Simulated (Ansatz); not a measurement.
Two members of one family (SinHm), computed with Ansatz in the gas phase. The two geometries come from different levels. HOMO and LUMO are taken over both spins. The spins of the ions were chosen, not always searched. A dash marks a value that wasn't run or was left out as unsound. The structures are stationary points that may keep the symmetry of their start. Remarks come from the PBE and PBE0 runs and from stability tests at other levels; not every state was tested. A HOMO above zero means that the electron is unbound at that level and held by the basis, or that self-interaction error raises the level; the energy of removing that electron tells which.

First: Si3H6⁻ (doublet, charge -1, PBE0-D4/def2-TZVPD geometry; oxidised ion singlet).

Cartesian coordinates in Å:
```
Si 1.385 0.669 -0.440
Si -1.680 -1.094 0.003
Si -0.357 0.450 1.112
H -2.431 -0.389 -1.107
H 0.905 1.218 -1.754
H 0.375 -0.425 2.121
H 2.193 -0.541 -0.820
H -2.824 -1.549 0.891
H 2.435 1.660 -0.006
```

```json
{"level": "PBE-D4/def2-TZVPD", "HOMO (eV)": "0.39", "vertical IE (eV)": "2.06"}
{"level": "revPBE-D4/def2-TZVPD", "HOMO (eV)": "0.42", "vertical IE (eV)": "–"}
{"level": "BLYP-D4/def2-TZVPD", "HOMO (eV)": "0.60", "vertical IE (eV)": "–"}
{"level": "r2SCAN-D4/def2-TZVPD", "HOMO (eV)": "0.16", "vertical IE (eV)": "2.16"}
{"level": "PBE0-D4/def2-TZVPD", "HOMO (eV)": "-0.48", "vertical IE (eV)": "2.19"}
```

Remarks: HOMO above zero at PBE or PBE0.

Second: Si4H7⁻ (singlet, charge -1, B3LYP-D4/def2-SVPD geometry).

Cartesian coordinates in Å:
```
Si -0.4891 0.2558 -1.3808
Si 1.5869 -0.7337 1.0904
Si 0.7256 1.3810 0.3117
Si -0.5448 -1.4764 0.2331
H -1.7467 0.8315 -1.9818
H 1.2189 -0.6136 2.5744
H -0.2958 2.1405 1.1279
H -0.6999 -2.8816 -0.3005
H 0.3812 -0.0973 -2.5558
H 1.6744 2.4611 -0.1511
H -1.8105 -1.2673 1.0325
```

Question: What does the change do? Estimate second minus first.

Answer: 
```
               level  Δ HOMO (eV)  Δ vertical IE (eV)
   PBE-D4/def2-TZVPD        -0.76                0.71
revPBE-D4/def2-TZVPD        -0.74                   –
  BLYP-D4/def2-TZVPD        -0.79                   –
r2SCAN-D4/def2-TZVPD        -0.64                0.52
  PBE0-D4/def2-TZVPD        -0.70                0.56
```
